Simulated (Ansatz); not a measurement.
Breaking the Se1–H2 bond in SeH (multiplicity 2 held). Energies count from the point at 1.475 Å.


```json
[
 {"level": "RO-HF/cc-pVTZ", "energy at R = 5.900 Å (eV)": "8.057", "cost": "-"},
 {"level": "U-PBE/cc-pVTZ", "energy at R = 5.900 Å (eV)": "3.411", "cost": "×1"},
 {"level": "RO-r2SCAN/cc-pVTZ", "energy at R = 5.900 Å (eV)": "5.528", "cost": "-"},
 {"level": "U-r2SCAN/cc-pVTZ", "energy at R = 5.900 Å (eV)": "3.431", "cost": "×2"},
 {"level": "U-B3LYP/cc-pVTZ", "energy at R = 5.900 Å (eV)": "3.429", "cost": "×0.7"},
 {"level": "U-wB97X-V/cc-pVTZ", "energy at R = 5.900 Å (eV)": "3.444", "cost": "×6"},
 {"level": "RO-MP2/cc-pVTZ", "energy at R = 5.900 Å (eV)": "2.957", "cost": "-"},
 {"level": "U-MP2/cc-pVTZ", "energy at R = 5.900 Å (eV)": "3.143", "cost": "-"},
 {"level": "U-SCS-MP2/cc-pVTZ", "energy at R = 5.900 Å (eV)": "3.226", "cost": "-"},
 {"level": "U-CCSD/cc-pVTZ", "energy at R = 5.900 Å (eV)": "3.224", "cost": "-"},
 {"level": "U-CCSD(T)/cc-pVTZ", "energy at R = 5.900 Å (eV)": "3.262", "cost": "×1"},
 {"level": "CASSCF(7,5)/cc-pVTZ", "energy at R = 5.900 Å (eV)": "2.784", "cost": "-"},
 {"level": "FIC-NEVPT4(SD) on CASSCF(7,5)/cc-pVTZ", "energy at R = 5.900 Å (eV)": "3.255", "cost": "-"},
 {"level": "FIC-MRCISD+Q on CASSCF(7,5)/cc-pVTZ", "energy at R = 5.900 Å (eV)": "3.267", "cost": "-"}
]
```

The rows run from 2.784 (CASSCF(7,5)/cc-pVTZ) to 8.057 eV (RO-HF/cc-pVTZ). In cc-pVTZ the value moves U-MP2 3.143, U-CCSD 3.224, U-CCSD(T) 3.262, a shift of 0.119 from U-MP2 to U-CCSD(T). The 4 U-functionals in cc-pVTZ without D3 or D4 span 0.033, from U-PBE to U-wB97X-V.

Restricted levels (R-, RO-) in cc, def2 and unpolarised 6-31G sets keep to the state of the molecule at rest. Unrestricted levels (U-) break spin symmetry where that is lower. Active spaces are followed from rest. Levels need not reach the same state.

Cores are frozen in the correlated methods. Filled d and f shells under p-block atoms count as core.

Doubts at one or more of the structures used: a restricted determinant that unrestricted orbitals would lower (RO-HF/cc-pVTZ, RO-r2SCAN/cc-pVTZ, RO-MP2/cc-pVTZ); a spin-contaminated determinant (U-PBE/cc-pVTZ, U-r2SCAN/cc-pVTZ, U-B3LYP/cc-pVTZ, U-wB97X-V/cc-pVTZ, U-MP2/cc-pVTZ, U-SCS-MP2/cc-pVTZ, U-CCSD/cc-pVTZ, U-CCSD(T)/cc-pVTZ).

Programs: Ansatz (a quantum-chemistry and plane-wave program) with Gaussian orbitals. Each number belongs to the level named beside it.

Costs are rough ratios of core time to U-PBE/cc-pVTZ (about 5 s over the structures, on one shared machine); a dash marks a level with no comparable run of its own.
